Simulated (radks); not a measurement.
Removal energies from the arsenic ion As2+, [Ar] 3d10 4s2 4p1, by Delta-SCF beside the eigenvalue of the level emptied. Method: non-relativistic Kohn-Sham, PBE, spin-polarised, spherical densities, point nucleus; computed with a radial shooting solver on a logarithmic mesh with Libxc functionals. Open shells are filled with parallel spins first.

| removed from | final configuration | Delta-SCF (eV) | -eigenvalue (eV) |
|---|---|---|---|
| 4p | [Ar] 3d10 4s2 | 27.967 | 23.180 |
| 4s | [Ar] 3d10 4s1 4p1 | 37.571 | 32.233 |
| 3d | [Ar] 3d9 4s2 4p1 | 74.845 | 62.856 |
| 3p | [Ne] 3s2 3p5 3d10 4s2 4p1 | 165.95 | 153.48 |
